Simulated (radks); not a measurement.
The numbers below are computed, except where a source is named.
All-electron atom: Yb+ in [Xe] 4f14 6s1. Level of theory: Dirac Kohn-Sham, PBE, spin-unpolarised, spherical densities, finite nucleus; Fermi nuclear charge, rms radius 5.3108 fm (a radial shooting solver on a logarithmic mesh with Libxc functionals).

Unscreened Slater integrals over Kohn-Sham orbitals (eV). Large and small components are both included.

| integral | value |
|---|---|
| F0(4f7/2,4f7/2) | 32.639 |
| F2(4f7/2,4f7/2) | 14.998 |
| F4(4f7/2,4f7/2) | 9.3187 |
| F6(4f7/2,4f7/2) | 6.6798 |
| F0(4f7/2,6s1/2) | 9.0208 |
| G3(4f7/2,6s1/2) | 0.33355 |
| F0(4f7/2,4f5/2) | 33.038 |
| F2(4f7/2,4f5/2) | 15.212 |
| F4(4f7/2,4f5/2) | 9.4575 |
| G2(4f7/2,4f5/2) | 15.168 |
| G4(4f7/2,4f5/2) | 9.4312 |
| G6(4f7/2,4f5/2) | 6.7623 |
| F0(4f7/2,5p3/2) | 19.912 |
| F2(4f7/2,5p3/2) | 6.5606 |
| G2(4f7/2,5p3/2) | 3.5245 |
| G4(4f7/2,5p3/2) | 2.6594 |
| F0(6s1/2,6s1/2) | 6.9195 |
| F0(6s1/2,4f5/2) | 9.0352 |
| G3(6s1/2,4f5/2) | 0.31542 |
| F0(6s1/2,5p3/2) | 8.6111 |
| G1(6s1/2,5p3/2) | 0.73848 |
| F0(4f5/2,4f5/2) | 33.446 |
| F2(4f5/2,4f5/2) | 15.436 |
| F4(4f5/2,4f5/2) | 9.6028 |
| F0(4f5/2,5p3/2) | 20.019 |
| F2(4f5/2,5p3/2) | 6.4954 |
| G2(4f5/2,5p3/2) | 3.4042 |
| G4(4f5/2,5p3/2) | 2.5843 |
| F0(5p3/2,5p3/2) | 16.541 |
| F2(5p3/2,5p3/2) | 8.8382 |
